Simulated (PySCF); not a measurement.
A GIAO shielding run with PySCF (density fitting, non-relativistic, gas phase) on `C#CCC[Si@@]([SiH3])(P)OC`, C5H13OPSi2:

```
$ OMP_NUM_THREADS=1 python probes_run.py task.json out

{"job": {"kind": "nmr", "xc": "PBE0", "basis": "pcSseg-1"}, "charge": 0, "multiplicity": 1}
C      4.157478    -1.002959     1.039084
C      3.111664    -0.809532     0.490297
C      1.822147    -0.560187    -0.120481
C      0.714240    -0.490352     0.935327
Si    -0.981734    -0.020734     0.156596
Si    -1.674467    -1.415544    -1.564167
P     -2.284858     0.380203     1.970229
O     -0.864480     1.386179    -0.674186
C     -0.719190     2.677605    -0.157941
H      5.081681    -1.176359     1.503839
H      1.868302     0.383113    -0.672734
H      1.603160    -1.357297    -0.837514
H      0.650110    -1.452406     1.447631
H      0.994525     0.243730     1.697045
H     -3.022864    -1.121786    -2.059204
H     -0.778648    -1.394132    -2.722911
H     -1.703114    -2.800216    -1.078915
H     -2.472412    -0.952263     2.276759
H     -3.462109     0.438806     1.245377
H     -1.340395     2.807068     0.733254
H      0.323008     2.868781     0.107499
H     -1.032457     3.387667    -0.923973
```

Hardware: 1 thread of an Intel Xeon, shared host. The job also computes population analyses, field gradients.

Question: How large is the calculation?

Answer: 94 electrons, 239 basis functions and 1309 auxiliary functions.

Question: How long does it take, and how much memory does it need?

Answer: 2.7 min of wall time, with 14 SCF cycles and 5 response iterations; peak memory 1.1 GiB. Times on a shared host scatter by some tens of per cent.
